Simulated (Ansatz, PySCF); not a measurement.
Breaking the Sn1–H3 bond in H5NSn (SMILES [NH2][SnH3]) (multiplicity 1 held, fragments rigid). Energies count from the point at 1.709 Å.
Geometry at that point (charge 0, multiplicity 1):
```xyz
7

Sn    -0.28216     0.02775     0.02378
N      1.74303    -0.14346    -0.23754
H     -0.98599    -1.02540    -1.12314
H     -0.65128     1.66593    -0.29254
H     -0.81070    -0.39503     1.60667
H      2.08101    -1.08855    -0.09745
H      2.27356     0.45968     0.38037
```

R- and RO- levels are restricted; in cc, def2 and unpolarised 6-31G sets they are followed outwards from rest. Unrestricted levels (U-) break spin symmetry where that is lower. Active spaces are followed from a long bond inwards. Levels need not reach the same state.

Frozen-core correlation. Filled d and f shells under p-block atoms count as core. Rows in 3-21G, LANL2DZ carry no dispersion term and start afresh at each structure; the Pople sets are all-electron and without relativity. LANL2DZ brings its own core potentials from Na on.

Run with Ansatz (an electronic-structure program); PySCF for 3-21G rows, LANL2DZ rows. Each number belongs to the level named beside it. In def2 rows elements past Kr take small-core potentials, without spin–orbit coupling.

Energies in kJ/mol.

```json
[
 {"R (Å)": "1.367", "R-HF/3-21G": "161", "R-HF/def2-TZVPP": "135", "U-B3LYP/LANL2DZ": "124", "R-CCSD/def2-TZVPP": "139", "CASSCF(2,2)/def2-TZVPP": "145", "FIC-MRCISD+Q on CASSCF(2,2)/def2-TZVPP": "139"},
 {"R (Å)": "1.538", "R-HF/3-21G": "36", "R-HF/def2-TZVPP": "26", "U-B3LYP/LANL2DZ": "24", "R-CCSD/def2-TZVPP": "28", "CASSCF(2,2)/def2-TZVPP": "31", "FIC-MRCISD+Q on CASSCF(2,2)/def2-TZVPP": "28"},
 {"R (Å)": "1.709", "R-HF/3-21G": "0", "R-HF/def2-TZVPP": "0", "U-B3LYP/LANL2DZ": "0", "R-CCSD/def2-TZVPP": "0", "CASSCF(2,2)/def2-TZVPP": "0", "FIC-MRCISD+Q on CASSCF(2,2)/def2-TZVPP": "0"},
 {"R (Å)": "1.880", "R-HF/3-21G": "…", "R-HF/def2-TZVPP": "18", "U-B3LYP/LANL2DZ": "15", "R-CCSD/def2-TZVPP": "15", "CASSCF(2,2)/def2-TZVPP": "11", "FIC-MRCISD+Q on CASSCF(2,2)/def2-TZVPP": "15"},
 {"R (Å)": "2.051", "R-HF/3-21G": "47", "R-HF/def2-TZVPP": "57", "U-B3LYP/LANL2DZ": "50", "R-CCSD/def2-TZVPP": "50", "CASSCF(2,2)/def2-TZVPP": "41", "FIC-MRCISD+Q on CASSCF(2,2)/def2-TZVPP": "49"},
 {"R (Å)": "2.307", "R-HF/3-21G": "…", "R-HF/def2-TZVPP": "133", "U-B3LYP/LANL2DZ": "116", "R-CCSD/def2-TZVPP": "116", "CASSCF(2,2)/def2-TZVPP": "100", "FIC-MRCISD+Q on CASSCF(2,2)/def2-TZVPP": "114"},
 {"R (Å)": "2.563", "R-HF/3-21G": "200", "R-HF/def2-TZVPP": "211", "U-B3LYP/LANL2DZ": "185", "R-CCSD/def2-TZVPP": "182", "CASSCF(2,2)/def2-TZVPP": "157", "FIC-MRCISD+Q on CASSCF(2,2)/def2-TZVPP": "177"},
 {"R (Å)": "2.990", "R-HF/3-21G": "325", "R-HF/def2-TZVPP": "329", "U-B3LYP/LANL2DZ": "275", "R-CCSD/def2-TZVPP": "269", "CASSCF(2,2)/def2-TZVPP": "230", "FIC-MRCISD+Q on CASSCF(2,2)/def2-TZVPP": "258"},
 {"R (Å)": "3.418", "R-HF/3-21G": "432", "R-HF/def2-TZVPP": "425", "U-B3LYP/LANL2DZ": "313", "R-CCSD/def2-TZVPP": "323", "CASSCF(2,2)/def2-TZVPP": "271", "FIC-MRCISD+Q on CASSCF(2,2)/def2-TZVPP": "303"},
 {"R (Å)": "3.930", "R-HF/3-21G": "534", "R-HF/def2-TZVPP": "513", "U-B3LYP/LANL2DZ": "330", "R-CCSD/def2-TZVPP": "355", "CASSCF(2,2)/def2-TZVPP": "291", "FIC-MRCISD+Q on CASSCF(2,2)/def2-TZVPP": "326"},
 {"R (Å)": "4.614", "R-HF/3-21G": "630", "R-HF/def2-TZVPP": "595", "U-B3LYP/LANL2DZ": "335", "R-CCSD/def2-TZVPP": "369", "CASSCF(2,2)/def2-TZVPP": "298", "FIC-MRCISD+Q on CASSCF(2,2)/def2-TZVPP": "333"},
 {"R (Å)": "5.468", "R-HF/3-21G": "…", "R-HF/def2-TZVPP": "660", "U-B3LYP/LANL2DZ": "337", "R-CCSD/def2-TZVPP": "374", "CASSCF(2,2)/def2-TZVPP": "299", "FIC-MRCISD+Q on CASSCF(2,2)/def2-TZVPP": "335"}
]
```

Task: Fill in the missing entries.

Result: 
- 1.880, R-HF/3-21G: 12
- 5.468, R-HF/3-21G: 699
- 2.307, R-HF/3-21G: 121

Doubts at one or more of the structures used: a restricted determinant that unrestricted orbitals would lower (R-HF/3-21G, R-HF/def2-TZVPP, R-CCSD/def2-TZVPP); a spin-contaminated determinant (U-B3LYP/LANL2DZ); other coupled-cluster roots lie near (R-CCSD/def2-TZVPP); T1 above 0.05 (R-CCSD/def2-TZVPP).
